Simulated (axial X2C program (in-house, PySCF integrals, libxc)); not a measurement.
## Potential curves of GeI, 2c

All values were computed with an in-house all-electron X2C program for linear molecules (integrals from PySCF). Two-component (2c) means X2C with spin–orbit coupling and atomic mean-field two-electron Coulomb and Gaunt terms. Basis: I dyall-cv3z [11s12p8d4f1g], Ge dyall-cv3z [9s9p7d4f1g] (cores contracted in-house); Gaussian nuclei, density fitting, unrestricted open shells. Masses: I 126.904 u, Ge 73.921 u.

State: Ω = 1/2 (⟨Sz⟩ = -0.50, ⟨Lz⟩ = 1.00 at LDA). Energies in eV from the lowest point of each curve. Fits are polynomials in 1 − R0/R over 0.85 to 1.23 times the lowest point R0.

| R (Å) | LDA | PBE0 | CCSD(T) |
| --- | --- | --- | --- |
| 2.2063 | 0.6676 | 0.7969 |  |
| 2.3078 | 0.2440 | 0.3225 | 0.3892 |
| 2.3838 | 0.0765 | 0.1241 | 0.1635 |
| 2.4599 | 0.0028 | 0.0245 | 0.0420 |
| 2.5360 | 0.0000 | 0.0000 | 0.0000 |
| 2.6248 | 0.0623 | 0.0415 | 0.0255 |
| 2.7135 | 0.1746 | 0.1373 | 0.1089 |
| 2.8276 | 0.3669 | 0.3134 | 0.2729 |
| 2.9671 | 0.6425 | 0.5762 |  |
| 3.1700 | 1.0681 | 0.9939 |  |

Correlated methods: 11 electrons correlated (number of frozen shells: I 4 s, 3 p, 2 d; Ge 3 s, 2 p, 1 d), 283 virtual spin orbitals or spinors in MP2, 90 natural virtuals in coupled cluster.

Occupations by symmetry block were frozen at the best pattern of an incomplete PBE0 search. Density functionals use the spin component along the axis (collinear). CCSD and (T) use frozen natural virtuals with an MP2 correction for the truncation; (T) itself is uncorrected, so its De runs slightly low. The functionals have no current-density term, which raises determinants with orbital currents, atoms included. With the outer-core shells frozen, correlated bond lengths of heavy atoms tend to come out a few hundredths of an ångström too long. Coupled cluster ran on the points near the minimum only. MP2 and coupled cluster on one determinant become unreliable at the stretched end.

(1) What are Re and ωe at the LDA level?

(2) What are Re and ωe at the PBE0 level?

(3) What are Re and ωe at the CCSD(T) level?

Answers

(1) At LDA, 2c: Re = 2.501 Å, ωe ≈ 246 cm⁻¹; Be follows as 0.0577 cm⁻¹.

(2) At PBE0, 2c: Re = 2.527 Å, ωe ≈ 241 cm⁻¹; Be follows as 0.0565 cm⁻¹.

(3) At CCSD(T), 2c: Re = 2.548 Å, ωe ≈ 239 cm⁻¹; Be follows as 0.0556 cm⁻¹.
